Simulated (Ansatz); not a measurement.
Basis-set extrapolation for CH$_{8}$AlNSi (`C[SiH2][NH][AlH2]`) (PBE0-D4/def2-TZVP geometry, frozen core, Ansatz). Multiplicity 1, RHF reference.

```tsv
	def2-TZVPP	def2-QZVPP
HF	-627.950713	-627.972306
MP2 correlation	-0.601483	-0.642988
CCSD(T) correlation	-0.676435	not run
```

Energies in hartree. Use E(X) = E(∞) + A·exp(−7.88·√X) for Hartree–Fock and E(X) = E(∞) + B·X^(−2.97) for correlation, with X = 3 and 4, and add CCSD(T) minus MP2 of the smaller set to the MP2 limit.

Question: What is the CCSD(T) energy at the basis-set limit?

Answer: HF limit: -627.972306 + (-0.021593) × 0.13774 = -627.97528. MP2 limit: -0.642988 + (-0.041505) × 0.74074 = -0.67373. Higher-order term: -0.676435 − (-0.601483) = -0.07495. Total: -628.72396 hartree, 254.2 kJ/mol below CCSD(T)/def2-TZVPP.
